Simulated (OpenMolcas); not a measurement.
W⁺.

```
Program             : OpenMolcas 26.06
Method              : RASSCF
Basis               : ANO-RCC-VDZP [7s6p4d2f1g]
Scalar Hamiltonian  : DKH2, point nucleus
Active space        : 5 electrons in 9 orbitals (RAS2 5d 6s; RAS3 6p, at most 2 electrons)
State averaging     : 2S+1 = 6 even, 6 roots; 2S+1 = 4 even, 84 roots kept (CI in the orbitals of an earlier block); 2S+1 = 2 even, 83 roots kept (CI in the orbitals of an earlier block); 2S+1 = 6 odd, 44 roots (31 in the spin-orbit step); 2S+1 = 4 odd, 69 roots kept (CI in the orbitals of an earlier block, 15 in the spin-orbit step); 2S+1 = 2 odd, 25 roots kept (CI in the orbitals of an earlier block, 1 in the spin-orbit step)
Spin-orbit coupling : state interaction with AMFI integrals over the reference wave functions, term energies averaged over their components
```

Levels without dynamic correlation, in cm⁻¹ above 5d⁴ 6s ⁶D_1/2:

```tsv
Level	E
5d⁴ 6s ⁴F_5/2(1)	15099
5d⁴ 6s ⁴P_1/2(1) [67 %]	11408
5d⁴ 6s ⁴D_1/2(1)	16587
```

On this reference, MS-RASPT2, IPEA 0.25 Eh, imaginary shift 0.1 Eh (closed shells correlated: 5s 5p) puts 5d⁴ 6s ⁴F_5/2(1) at 13150 cm⁻¹.

**Question.** Estimate the other levels at that method by one scale factor, and say how well it serves.

**Answer.** The factor is 13150 / 15099 = 0.871. Scaled values beside those that MS-RASPT2 gives:
```json
{"Level": "5d⁴ 6s ⁴P_1/2(1) [67 %]", "Scaled": "9936", "MS-RASPT2": "9950", "Miss (%)": "-0.1"}
{"Level": "5d⁴ 6s ⁴D_1/2(1)", "Scaled": "14447", "MS-RASPT2": "15680", "Miss (%)": "-7.9"}
```
For these levels the scaled values miss MS-RASPT2 by up to 7.9 %, as correlation changes each term by its own factor, spin-orbit parts do not scale and CASPT2 has its own spread within terms. This holds within one configuration; levels of others move differently, and the target method has errors of its own against measurement.

Term energies are means over components that CASPT2 splits; among the terms shown or strongly mixed into the levels shown the widest spread is 110 cm-1 (5d⁴ 6s ⁶D, MS-RASPT2). Some high roots are left out of the spin-orbit mixing, which shifts the levels that they would mix with. Terms from blocks run as CI alone lack orbitals of their own. Configurations are named by rounded mean occupations; where the s occupation lies near a half they are strongly mixed, a name can repeat and a true partner stay unpaired. Without dynamic correlation excited terms often stand tens of per cent too high (terms of higher spin than the ground term too low), and those without a measured partner can miss by more than the paired ones (holds for RASSCF). Blocks of more than 70 roots (2S+1 = 4 even, 2 even) ran without multistate coupling (holds for MS-RASPT2). Levels of configurations outside the active space are missing.

A share in square brackets marks a mixed level and gives the weight of the term that names it, the lowest over the columns. A number in round brackets counts repeated terms of one configuration in the order of the reference energies.
